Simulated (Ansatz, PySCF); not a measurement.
Sites of deprotonation of CN[SiH3]:

A. CN[SiH3] → CN[SiH2-] + H+
B. CN[SiH3] → C[N-][SiH3] + H+

Quantity: gas-phase deprotonation energy (enthalpy at 298 K, with B3LYP-D3(BJ) rigid-rotor harmonic-oscillator terms from PySCF), kJ/mol. Structures are relaxed separately at B3LYP-D3(BJ)/def2-TZVP in Ansatz (a first-principles code), one conformer each, not searched for the lowest. Correlated levels leave the core frozen unless marked. Spin-orbit coupling is left out. No relativistic terms. CBS marks a two-point X^-3 extrapolation of the correlation energy; Hartree-Fock from the larger set. Anions need diffuse functions, which plain sets lack and def2-D sets hold few of.

Rank them by gas-phase deprotonation energy at CCSD(T)/CBS(aug-cc-pV(T+d)Z,aug-cc-pV(Q+d)Z) (Ansatz), lowest first.

B (1574.2 kJ/mol), A (1591.2 kJ/mol)
